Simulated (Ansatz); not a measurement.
# Molecular dynamics of CH8GaN

input.yaml

```yaml
crystal:
  periodic: [false, false, false]
  atoms:
    - { symbol: Ga, position_ang: [0.039934, -0.389622, 0.083033] }
    - { symbol: C, position_ang: [-0.104897, -0.003101, 2.314287] }
    - { symbol: H, position_ang: [-1.038089, -0.057867, 2.912561] }
    - { symbol: H, position_ang: [0.773785, -0.146689, 2.974742] }
    - { symbol: H, position_ang: [-0.052539, 1.058295, 1.969793] }
    - { symbol: H, position_ang: [1.540456, -0.107385, -0.301053] }
    - { symbol: H, position_ang: [-1.258603, 0.222219, -0.56656] }
    - { symbol: "N", position_ang: [-0.242666, -2.253777, 0.769495] }
    - { symbol: H, position_ang: [-1.13964, -2.71876, 0.582789] }
    - { symbol: H, position_ang: [0.510765, -2.947979, 0.693635] }
    - { symbol: H, position_ang: [-0.202706, -1.276533, 1.735178] }
basis:
  gaussian: { orbitals: def2-SVP }
hamiltonian:
  xc: pbe
md:
  timestep: 0.5
  n_steps: 200
  ensemble: nve
  temperature: 100.0
  initial_velocities: maxwell_boltzmann
  seed: 7207
```

Command:

```bash
$ ansatz run input.yaml --threads 2 --pin off --max-ram 3072MiB --backend cpu --events-out ev --progress --plain --runs-dir out
```

It starts at the highest image of a converged band. Of that band: Neighbouring images differ by up to 1.2 eV, so the band resolves the path poorly. A vibrational analysis at the climbing image gives one clearly imaginary mode, 1309i cm⁻¹: a first-order saddle point.

Output, in part (one step line in 3, the closing report, with atoms numbered from 0):

```
md step     0: t =     0.00 fs  T =   100.0 K  F+E_penalty+E_count = -55013.99750059 eV  E_kin = 0.116334 eV  conserved = -55013.88116659 eV  (26 SCF iters)
md step     3: t =     1.50 fs  T =    88.8 K  F+E_penalty+E_count = -55013.98431216 eV  E_kin = 0.103354 eV  conserved = -55013.88095813 eV  (30 SCF iters)
md step     6: t =     3.00 fs  T =    75.4 K  F+E_penalty+E_count = -55013.96850655 eV  E_kin = 0.087673 eV  conserved = -55013.88083383 eV  (30 SCF iters)
md step     9: t =     4.50 fs  T =    72.2 K  F+E_penalty+E_count = -55013.96496420 eV  E_kin = 0.083944 eV  conserved = -55013.88102012 eV  (30 SCF iters)
md step    12: t =     6.00 fs  T =    64.1 K  F+E_penalty+E_count = -55013.95550169 eV  E_kin = 0.074572 eV  conserved = -55013.88092970 eV  (30 SCF iters)
md step    15: t =     7.50 fs  T =    59.5 K  F+E_penalty+E_count = -55013.94996638 eV  E_kin = 0.069179 eV  conserved = -55013.88078712 eV  (30 SCF iters)
md step    18: t =     9.00 fs  T =    72.1 K  F+E_penalty+E_count = -55013.96487212 eV  E_kin = 0.083907 eV  conserved = -55013.88096523 eV  (30 SCF iters)
md step    21: t =    10.50 fs  T =    86.4 K  F+E_penalty+E_count = -55013.98162615 eV  E_kin = 0.100530 eV  conserved = -55013.88109647 eV  (29 SCF iters)
md step    24: t =    12.00 fs  T =    92.5 K  F+E_penalty+E_count = -55013.98851970 eV  E_kin = 0.107613 eV  conserved = -55013.88090713 eV  (29 SCF iters)
md step    27: t =    13.50 fs  T =   111.4 K  F+E_penalty+E_count = -55014.01041445 eV  E_kin = 0.129608 eV  conserved = -55013.88080653 eV  (29 SCF iters)
md step    30: t =    15.00 fs  T =   155.7 K  F+E_penalty+E_count = -55014.06204753 eV  E_kin = 0.181114 eV  conserved = -55013.88093380 eV  (29 SCF iters)
md step    33: t =    16.50 fs  T =   212.2 K  F+E_penalty+E_count = -55014.12796191 eV  E_kin = 0.246872 eV  conserved = -55013.88109036 eV  (29 SCF iters)
md step    36: t =    18.00 fs  T =   264.2 K  F+E_penalty+E_count = -55014.18843096 eV  E_kin = 0.307340 eV  conserved = -55013.88109057 eV  (28 SCF iters)
md step    39: t =    19.50 fs  T =   311.2 K  F+E_penalty+E_count = -55014.24295270 eV  E_kin = 0.361989 eV  conserved = -55013.88096380 eV  (28 SCF iters)
md step    42: t =    21.00 fs  T =   368.4 K  F+E_penalty+E_count = -55014.30936091 eV  E_kin = 0.428559 eV  conserved = -55013.88080240 eV  (29 SCF iters)
md step    45: t =    22.50 fs  T =   450.9 K  F+E_penalty+E_count = -55014.40554127 eV  E_kin = 0.524534 eV  conserved = -55013.88100747 eV  (29 SCF iters)
md step    48: t =    24.00 fs  T =   535.2 K  F+E_penalty+E_count = -55014.50397604 eV  E_kin = 0.622566 eV  conserved = -55013.88140981 eV  (29 SCF iters)
md step    51: t =    25.50 fs  T =   583.7 K  F+E_penalty+E_count = -55014.56017906 eV  E_kin = 0.679023 eV  conserved = -55013.88115626 eV  (29 SCF iters)
md step    54: t =    27.00 fs  T =   622.7 K  F+E_penalty+E_count = -55014.60518975 eV  E_kin = 0.724378 eV  conserved = -55013.88081127 eV  (28 SCF iters)
md step    57: t =    28.50 fs  T =   681.9 K  F+E_penalty+E_count = -55014.67462112 eV  E_kin = 0.793321 eV  conserved = -55013.88130012 eV  (27 SCF iters)
md step    60: t =    30.00 fs  T =   719.0 K  F+E_penalty+E_count = -55014.71778094 eV  E_kin = 0.836462 eV  conserved = -55013.88131860 eV  (27 SCF iters)
md step    63: t =    31.50 fs  T =   731.1 K  F+E_penalty+E_count = -55014.73136429 eV  E_kin = 0.850498 eV  conserved = -55013.88086666 eV  (27 SCF iters)
md step    66: t =    33.00 fs  T =   762.0 K  F+E_penalty+E_count = -55014.76741570 eV  E_kin = 0.886476 eV  conserved = -55013.88094018 eV  (29 SCF iters)
md step    69: t =    34.50 fs  T =   806.4 K  F+E_penalty+E_count = -55014.81946519 eV  E_kin = 0.938159 eV  conserved = -55013.88130611 eV  (27 SCF iters)
md step    72: t =    36.00 fs  T =   826.8 K  F+E_penalty+E_count = -55014.84317704 eV  E_kin = 0.961894 eV  conserved = -55013.88128284 eV  (27 SCF iters)
md step    75: t =    37.50 fs  T =   828.8 K  F+E_penalty+E_count = -55014.84498331 eV  E_kin = 0.964173 eV  conserved = -55013.88080995 eV  (27 SCF iters)
md step    78: t =    39.00 fs  T =   854.1 K  F+E_penalty+E_count = -55014.87466030 eV  E_kin = 0.993587 eV  conserved = -55013.88107315 eV  (27 SCF iters)
md step    81: t =    40.50 fs  T =   881.7 K  F+E_penalty+E_count = -55014.90692159 eV  E_kin = 1.025666 eV  conserved = -55013.88125559 eV  (27 SCF iters)
md step    84: t =    42.00 fs  T =   891.9 K  F+E_penalty+E_count = -55014.91861801 eV  E_kin = 1.037599 eV  conserved = -55013.88101906 eV  (27 SCF iters)
md step    87: t =    43.50 fs  T =   906.1 K  F+E_penalty+E_count = -55014.93512524 eV  E_kin = 1.054158 eV  conserved = -55013.88096757 eV  (27 SCF iters)
md step    90: t =    45.00 fs  T =   932.1 K  F+E_penalty+E_count = -55014.96538403 eV  E_kin = 1.084308 eV  conserved = -55013.88107565 eV  (27 SCF iters)
md step    93: t =    46.50 fs  T =   956.1 K  F+E_penalty+E_count = -55014.99360525 eV  E_kin = 1.112321 eV  conserved = -55013.88128388 eV  (28 SCF iters)
md step    96: t =    48.00 fs  T =   961.2 K  F+E_penalty+E_count = -55014.99920519 eV  E_kin = 1.118185 eV  conserved = -55013.88102050 eV  (27 SCF iters)
md step    99: t =    49.50 fs  T =   971.8 K  F+E_penalty+E_count = -55015.01146692 eV  E_kin = 1.130588 eV  conserved = -55013.88087856 eV  (27 SCF iters)
md step   102: t =    51.00 fs  T =  1001.5 K  F+E_penalty+E_count = -55015.04627729 eV  E_kin = 1.165129 eV  conserved = -55013.88114794 eV  (27 SCF iters)
md step   105: t =    52.50 fs  T =  1022.9 K  F+E_penalty+E_count = -55015.07126033 eV  E_kin = 1.190036 eV  conserved = -55013.88122440 eV  (27 SCF iters)
md step   108: t =    54.00 fs  T =  1027.7 K  F+E_penalty+E_count = -55015.07647138 eV  E_kin = 1.195513 eV  conserved = -55013.88095814 eV  (27 SCF iters)
md step   111: t =    55.50 fs  T =  1042.3 K  F+E_penalty+E_count = -55015.09346115 eV  E_kin = 1.212551 eV  conserved = -55013.88090985 eV  (27 SCF iters)
md step   114: t =    57.00 fs  T =  1069.7 K  F+E_penalty+E_count = -55015.12576691 eV  E_kin = 1.244437 eV  conserved = -55013.88132971 eV  (27 SCF iters)
md step   117: t =    58.50 fs  T =  1071.7 K  F+E_penalty+E_count = -55015.12796219 eV  E_kin = 1.246761 eV  conserved = -55013.88120072 eV  (27 SCF iters)
md step   120: t =    60.00 fs  T =  1060.6 K  F+E_penalty+E_count = -55015.11473848 eV  E_kin = 1.233879 eV  conserved = -55013.88085978 eV  (28 SCF iters)
md step   123: t =    61.50 fs  T =  1065.8 K  F+E_penalty+E_count = -55015.12113460 eV  E_kin = 1.239921 eV  conserved = -55013.88121342 eV  (27 SCF iters)
md step   126: t =    63.00 fs  T =  1057.7 K  F+E_penalty+E_count = -55015.11171728 eV  E_kin = 1.230496 eV  conserved = -55013.88122123 eV  (27 SCF iters)
md step   129: t =    64.50 fs  T =  1034.0 K  F+E_penalty+E_count = -55015.08376742 eV  E_kin = 1.202868 eV  conserved = -55013.88089917 eV  (27 SCF iters)
md step   132: t =    66.00 fs  T =  1026.4 K  F+E_penalty+E_count = -55015.07501484 eV  E_kin = 1.194086 eV  conserved = -55013.88092890 eV  (27 SCF iters)
md step   135: t =    67.50 fs  T =  1031.4 K  F+E_penalty+E_count = -55015.08111031 eV  E_kin = 1.199849 eV  conserved = -55013.88126161 eV  (28 SCF iters)
md step   138: t =    69.00 fs  T =  1017.5 K  F+E_penalty+E_count = -55015.06486793 eV  E_kin = 1.183755 eV  conserved = -55013.88111252 eV  (28 SCF iters)
md step   141: t =    70.50 fs  T =   997.9 K  F+E_penalty+E_count = -55015.04180895 eV  E_kin = 1.160885 eV  conserved = -55013.88092414 eV  (29 SCF iters)
md step   144: t =    72.00 fs  T =   989.5 K  F+E_penalty+E_count = -55015.03224796 eV  E_kin = 1.151104 eV  conserved = -55013.88114423 eV  (29 SCF iters)
md step   147: t =    73.50 fs  T =   976.3 K  F+E_penalty+E_count = -55015.01680355 eV  E_kin = 1.135813 eV  conserved = -55013.88099094 eV  (28 SCF iters)
md step   150: t =    75.00 fs  T =   969.9 K  F+E_penalty+E_count = -55015.00924024 eV  E_kin = 1.128326 eV  conserved = -55013.88091460 eV  (28 SCF iters)
md step   153: t =    76.50 fs  T =   978.0 K  F+E_penalty+E_count = -55015.01875404 eV  E_kin = 1.137690 eV  conserved = -55013.88106397 eV  (29 SCF iters)
md step   156: t =    78.00 fs  T =   985.9 K  F+E_penalty+E_count = -55015.02800676 eV  E_kin = 1.146895 eV  conserved = -55013.88111182 eV  (27 SCF iters)
md step   159: t =    79.50 fs  T =   989.0 K  F+E_penalty+E_count = -55015.03158014 eV  E_kin = 1.150570 eV  conserved = -55013.88101061 eV  (28 SCF iters)
md step   162: t =    81.00 fs  T =   996.7 K  F+E_penalty+E_count = -55015.04058933 eV  E_kin = 1.159502 eV  conserved = -55013.88108722 eV  (29 SCF iters)
md step   165: t =    82.50 fs  T =  1001.7 K  F+E_penalty+E_count = -55015.04649228 eV  E_kin = 1.165322 eV  conserved = -55013.88117032 eV  (29 SCF iters)
md step   168: t =    84.00 fs  T =   998.4 K  F+E_penalty+E_count = -55015.04241330 eV  E_kin = 1.161467 eV  conserved = -55013.88094679 eV  (28 SCF iters)
md step   171: t =    85.50 fs  T =  1005.3 K  F+E_penalty+E_count = -55015.05049064 eV  E_kin = 1.169459 eV  conserved = -55013.88103148 eV  (27 SCF iters)
md step   174: t =    87.00 fs  T =  1015.0 K  F+E_penalty+E_count = -55015.06191433 eV  E_kin = 1.180739 eV  conserved = -55013.88117539 eV  (27 SCF iters)
md step   177: t =    88.50 fs  T =  1013.8 K  F+E_penalty+E_count = -55015.06042203 eV  E_kin = 1.179410 eV  conserved = -55013.88101219 eV  (27 SCF iters)
md step   180: t =    90.00 fs  T =  1015.1 K  F+E_penalty+E_count = -55015.06195274 eV  E_kin = 1.180938 eV  conserved = -55013.88101497 eV  (28 SCF iters)
md step   183: t =    91.50 fs  T =  1020.1 K  F+E_penalty+E_count = -55015.06786727 eV  E_kin = 1.186740 eV  conserved = -55013.88112748 eV  (28 SCF iters)
md step   186: t =    93.00 fs  T =  1017.9 K  F+E_penalty+E_count = -55015.06529473 eV  E_kin = 1.184158 eV  conserved = -55013.88113645 eV  (27 SCF iters)
md step   189: t =    94.50 fs  T =  1009.8 K  F+E_penalty+E_count = -55015.05576649 eV  E_kin = 1.174786 eV  conserved = -55013.88098088 eV  (28 SCF iters)
md step   192: t =    96.00 fs  T =  1010.5 K  F+E_penalty+E_count = -55015.05658779 eV  E_kin = 1.175566 eV  conserved = -55013.88102159 eV  (28 SCF iters)
md step   195: t =    97.50 fs  T =  1016.4 K  F+E_penalty+E_count = -55015.06350359 eV  E_kin = 1.182420 eV  conserved = -55013.88108311 eV  (27 SCF iters)
md step   198: t =    99.00 fs  T =  1020.2 K  F+E_penalty+E_count = -55015.06783900 eV  E_kin = 1.186814 eV  conserved = -55013.88102459 eV  (27 SCF iters)
md step   200: t =   100.00 fs  T =  1023.5 K  F+E_penalty+E_count = -55015.07176947 eV  E_kin = 1.190716 eV  conserved = -55013.88105319 eV  (27 SCF iters)
Total energy: -55015.07181675 eV, -2021.7665987105 hartree
Atom 0 at     0.010426    -0.635221    -0.158503 Å, force     0.416914     1.783245     0.409783 eV/Å
Atom 1 at    -0.073187     1.161805     4.371177 Å, force    -0.062964     0.665142    -0.278122 eV/Å
Atom 2 at    -0.999346     1.726247     4.039255 Å, force     0.728877    -0.436034     0.159069 eV/Å
Atom 3 at     0.498771     1.800557     5.085459 Å, force    -0.206049    -0.111899    -0.134193 eV/Å
Atom 4 at     0.607803     0.959724     3.496903 Å, force    -0.539242    -0.065637     0.415743 eV/Å
Atom 5 at     1.478632    -0.054735     0.097046 Å, force    -0.232697    -0.133691    -0.134164 eV/Å
Atom 6 at    -1.278045     0.292487    -0.174342 Å, force     0.091442    -0.212342    -0.099860 eV/Å
Atom 7 at    -0.147754    -2.391088    -0.293096 Å, force    -0.230372    -1.152856    -0.054207 eV/Å
Atom 8 at    -1.051537    -2.853402    -0.313703 Å, force    -0.264052    -0.188102    -0.081623 eV/Å
Atom 9 at     0.599768    -3.068229    -0.165785 Å, force     0.219248    -0.088088    -0.020209 eV/Å
Atom 10 at    -0.378280     0.238034     4.899575 Å, force     0.078895    -0.059739    -0.182218 eV/Å
Dipole moment:    -0.061180    -0.353200     0.009400 e Å
```

All steps were run. The conserved energy stayed within 0.035 meV per atom of its start (net change 0.01 meV per atom), so the integration is sound. The kinetic energy rose, since the run started high on the potential surface and went downhill. It ends in pieces (CH4 + GaH4N), so much of that is their flight and rotation, not heat. A run of 0.1 ps of so small a system gives no equilibrium averages. The orbitals stay closed-shell, which can raise the energy where a bond breaks towards radicals; this wasn't checked here.

Between its relaxed ends the band would form C2–H11 and break Ga1–C2, N8–H11. These pairs go: C2–H11 1.40 → 1.11 Å, Ga1–C2 2.27 → 4.87 Å, N8–H11 1.37 → 5.82 Å. In the last frame they stand as after the step (other bonds may differ from the relaxed reactants and products). Also parted: Ga1–H11 1.89 → 5.15 Å. It ends as CH4 + GaH4N. Pairs count as bonded within 1.25 times the sum of covalent radii (0.12 Å more for H–H).

Last frame:

```xyz
11
Properties=species:S:1:pos:R:3
Ga 0.010 -0.635 -0.159
C -0.073 1.162 4.371
H -0.999 1.726 4.039
H 0.499 1.801 5.085
H 0.608 0.960 3.497
H 1.479 -0.055 0.097
H -1.278 0.292 -0.174
N -0.148 -2.391 -0.293
H -1.052 -2.853 -0.314
H 0.600 -3.068 -0.166
H -0.378 0.238 4.900
```

The run took 5 min on 2 threads of Arm Neoverse V1 (shared host), peak memory 0.14 GiB.
